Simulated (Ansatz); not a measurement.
Reaction (cleavage of the Ge–Si bond): `F[SiH2][GeH]([F])[Cl]` + H₂S → `[F][GeH]([SH])[Cl]` + `F[SiH3]`

Computed with Ansatz on PBE0-D4/def2-TZVP structures; ΔE is electronic, products minus reactants. CBS: MP2 limit from def2 TZ/QZ plus the TZ coupled-cluster correction, frozen cores. This one scheme is used for every species. Functionals use def2-TZVPP. B3LYP here is the variant with VWN-RPA as its local correlation; programs differ in this. For Ge outer-core shells are correlated without core-valence functions, which leaves a few kJ/mol of doubt a bond. Scalar relativity is left out up to krypton. Each species was taken in one conformer, which may not be the lowest.

| level | ΔE (kJ/mol) | difference from CCSD(T)/CBS |
| --- | --- | --- |
| PBE-D4 | -39.3 | 9.8 |
| r2SCAN-D4 | -47.8 | 1.3 |
| PBE0-D4 | -43.7 | 5.4 |
| B3LYP-D4 | -44.2 | 4.9 |
| ωB97X-V | -48.0 | 1.1 |
| ωB97M-V | -49.6 | -0.5 |
| B2PLYP | -50.8 | -1.7 |
| PBE | -40.0 | 9.1 |
| r2SCAN | -48.2 | 0.9 |
| PBE0 | -44.5 | 4.6 |
| B3LYP | -45.1 | 4.0 |
| HF/def2-TZVPP | -57.6 | -8.5 |
| MP2/def2-TZVPP | -59.1 | -10.0 |
| SCS-MP2/def2-TZVPP | -57.6 | -8.5 |
| CCSD/def2-TZVPP | -50.4 | -1.3 |
| CCSD(T)/def2-TZVPP | -51.2 | -2.1 |
| HF/def2-QZVPP | -57.0 | -7.9 |
| MP2/def2-QZVPP | -57.7 | -8.6 |
| SCS-MP2/def2-QZVPP | -56.5 | -7.4 |
| HF/CBS(def2) | -57.0 | -7.9 |
| MP2/CBS(def2) | -57.0 | -7.9 |
| CCSD/CBS(def2) | -48.2 | 0.9 |
| CCSD(T)/CBS | -49.1 | 0 |

Largest T1 diagnostic among the species: 0.012.

From PBE to PBE0 (25 % exact exchange), in def2-TZVPP and without D4, ΔE moves by −4.5 kJ/mol.
